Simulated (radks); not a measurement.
Charge is removed step by step from the 4d (averaged over the sub-levels emptied) level of Te+, starting from [Kr] 4d10 5s2 5p3. Calculated with a radial shooting solver on a logarithmic mesh with Libxc functionals: Dirac Kohn-Sham, PBE, spin-unpolarised, spherical densities, finite nucleus; open shells are shared between the two j in proportion to 2j + 1; Fermi nuclear charge, rms radius 4.7423 fm.

removed (e)  E - E(0) (eV)  eigenvalue (eV)  E minus straight line (eV)
0                    0.000          -50.632                       0.000
0.1                  5.145          -52.270                      -0.761
0.2                 10.455          -53.926                      -1.358
0.3                 15.931          -55.600                      -1.788
0.4                 21.575          -57.290                      -2.050
0.5                 27.389          -58.997                      -2.143
0.6                 33.375          -60.720                      -2.063
0.7                 39.534          -62.458                      -1.811
0.8                 45.867          -64.212                      -1.384
0.9                 52.377          -65.981                      -0.781
1                   59.064          -67.764                       0.000

Removing the whole electron costs 59.064 eV by Delta-SCF, against 50.632 eV from minus the eigenvalue at the starting occupation. Slater's transition state (half an electron removed) gives 58.997 eV. Integrating minus the eigenvalue over the occupation (Janak's theorem) gives 59.064 eV. The mean slope of the eigenvalue, de/dn, is 17.1 eV per electron.
